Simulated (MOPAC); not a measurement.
MOPAC input (PM3):

```
PM3 PRECISE GNORM=0.05 LET XYZ CHARGE=-1 UHF MS=0.5 GEO-OK AUX(PRECISION=9) THREADS=1
F3Sc

Sc   -0.00000000 1   -0.00000000 1   -0.00000000 1
F    -1.64065751 1   -0.99238502 1    0.05453133 1
F     0.02527590 1    1.77173437 1   -0.73476338 1
F     1.61538161 1   -0.77934935 1    0.68023204 1
```

From its output:

```
          Parameters for some elements are missing

           Empirical Formula: Sc F3  =     4 atoms

 ******************************************************************************
 *                                                                            *
 *     Error and normal termination messages reported in this calculation     *
 *                                                                            *
 * Parameters for some elements are missing                                   *
 * JOB ENDED NORMALLY                                                         *
 *                                                                            *
 ******************************************************************************

 == MOPAC DONE ==
```

The input was rejected before any calculation.
